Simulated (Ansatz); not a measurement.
One change: `C#CSC=O` becomes `O=CS[SiH2]O`.

Ansatz, PBE0-D4/def2-TZVP geometries, multiplicity 1. Each molecule was computed in one conformer, which needn't be the lowest.

```csv
property,`C#CSC=O`
HOMO–LUMO gap (ωB97M-V/def2-TZVPP) / eV,10.37
HOMO energy (PBE0/def2-TZVPP) / eV,-7.43
size of the dipole moment (B3LYP/def2-TZVPP) / D,1.35
LUMO energy (B3LYP/def2-TZVPP) / eV,-1.60
HOMO–LUMO gap (PBE0/def2-TZVPP) / eV,6.06
LUMO energy (PBE/def2-TZVPP) / eV,-2.41
```

(1) What does the change do to each property? (Best estimate.)

Answers

(1) Ansatz gave: 
```
                                        property  `O=CS[SiH2]O`  shift
         HOMO–LUMO gap (ωB97M-V/def2-TZVPP) / eV          11.04   0.67
              HOMO energy (PBE0/def2-TZVPP) / eV          -8.16  -0.73
size of the dipole moment (B3LYP/def2-TZVPP) / D           1.19  -0.16
             LUMO energy (B3LYP/def2-TZVPP) / eV          -1.68  -0.08
            HOMO–LUMO gap (PBE0/def2-TZVPP) / eV           6.71   0.65
               LUMO energy (PBE/def2-TZVPP) / eV          -2.48  -0.07
```

With PBE0 the HOMO falls by 0.73 eV and the LUMO falls by 0.08 eV, so the gap widens by about 0.65 eV. PBE moves the HOMO by -0.35 eV and ωB97M-V by -0.81 eV. Dipoles are sizes alone; their direction can turn.

B3LYP here is the variant with VWN-RPA as its local correlation; programs differ in this.
